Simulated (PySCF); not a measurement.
Al (aluminium, neutral) across methods

[Ne] 3s2 3p1, 2P determinant. Calculation: PySCF 2.14, in aug-cc-pV(Q+d)Z; the non-relativistic Hamiltonian (point nucleus).

| method | E (hartree) | mean ε 3s α (eV) | mean ε 3s β (eV) | mean ε 3p α (eV) | Σ⟨r²⟩ (bohr²) | ⟨S²⟩ |
| --- | --- | --- | --- | --- | --- | --- |
| PBE | -242.2333 | -7.885 | -7.289 | -3.093 | 32.75 | 0.755 |
| revPBE | -242.3200 | -7.842 | -7.239 | -3.108 | 32.77 | 0.756 |
| PBE0 | -242.2548 | -8.973 | -8.166 | -3.908 | 32.52 | 0.757 |
| BLYP | -242.3804 | -7.712 | -7.224 | -2.845 | 33.00 | 0.754 |
| TPSS | -242.3859 | -8.005 | -7.245 | -3.258 | 32.30 | 0.758 |
| UHF | -241.88045 | -11.580 | -9.891 | -5.944 | 33.21 | 0.771 |
| LDA | -241.3172 | -8.008 | -7.424 | -3.011 | 32.89 | 0.752 |
| r2SCAN | -242.3365 | -8.032 | -7.374 | -3.349 | 32.42 | 0.763 |

Question: Estimate the same row for B97-3.

Answer: E (hartree) = -242.3426; mean ε 3s α (eV) = -8.985; mean ε 3s β (eV) = -8.176; mean ε 3p α (eV) = -3.783; Σ⟨r²⟩ (bohr²) = 32.31; ⟨S²⟩ = 0.755.
